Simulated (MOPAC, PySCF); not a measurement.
H2OSi, SMILES `O=[SiH2]`, neutral singlet in the gas phase. 

Z-matrix (Å, degrees):
```
Si
O 1 1.5213
H 1 1.4857 2 124.02
H 1 1.4857 3 111.95 2 180.00
```
Charge 0, multiplicity 1.

All levels are single points at this geometry (r2SCAN-D4/def2-TZVP); Pople sets use spherical d functions. Orbital energies aren't observables, and empty levels follow the basis.

SVWN5/6-31G* in PySCF gives gap (eV) = 3.68.

Problem. Estimate the gap (eV) from each of these levels: PBE-D3(BJ)/def2-TZVP in PySCF; r2SCAN-D4/def2-TZVP in PySCF; B3LYP/3-21G in PySCF; B3LYP/6-311+G** in PySCF; B3LYP/6-31G* in PySCF; B3LYP/LANL2DZ in PySCF; M06-2X/6-31G* in PySCF; PBE/6-31G* in PySCF; HF/6-31G* in PySCF; AM1 in MOPAC; PM3 in MOPAC; PM7 in MOPAC.

Solution. 
```tsv
level	gap (eV)
PBE-D3(BJ)/def2-TZVP in PySCF	3.65
r2SCAN-D4/def2-TZVP in PySCF	4.18
B3LYP/3-21G in PySCF	5.68
B3LYP/6-311+G** in PySCF	5.56
B3LYP/6-31G* in PySCF	5.72
B3LYP/LANL2DZ in PySCF	5.39
M06-2X/6-31G* in PySCF	8.66
PBE/6-31G* in PySCF	3.76
HF/6-31G* in PySCF	13.29
AM1 in MOPAC	10.19
PM3 in MOPAC	9.14
PM7 in MOPAC	9.66
```
